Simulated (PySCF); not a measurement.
Ga(OMe)(SH)2, CH5GaOS2, SMILES C[O][Ga]([SH])[SH], singlet (PBE0/def2-SVP optimised geometry):

```
10

Ga     0.059     0.802     0.000
O     -0.802    -0.752     0.000
C     -0.199    -2.014    -0.005
H      0.908    -1.979    -0.003
H     -0.512    -2.593     0.882
H     -0.508    -2.583    -0.900
S     -1.204     2.593     0.000
H     -2.330     1.843    -0.002
S      2.260     0.802     0.000
H      2.330     2.151     0.000
```

Computed with PySCF with PBE0/def2-TZVP.

Q: What are the frontier orbital energies and the dipole moment?

A: HOMO-2 -8.38 eV, HOMO-1 -7.80 eV, HOMO -7.67 eV, LUMO -0.81 eV, LUMO+1 -0.46 eV; dipole moment 0.31 D.

On the same geometry PBE/def2-TZVP run with PySCF gives HOMO-2 -6.92 eV, HOMO-1 -6.45 eV, HOMO -6.35 eV, LUMO -1.73 eV, LUMO+1 -1.22 eV; dipole moment 0.33 D.

Meta-Löwdin charges at PBE0/def2-TZVP: Ga1 0.67, O2 -0.57, C3 -0.11, H4 0.09, H5 0.11, H6 0.11, S7 -0.28, H8 0.13, S9 -0.28, H10 0.12.
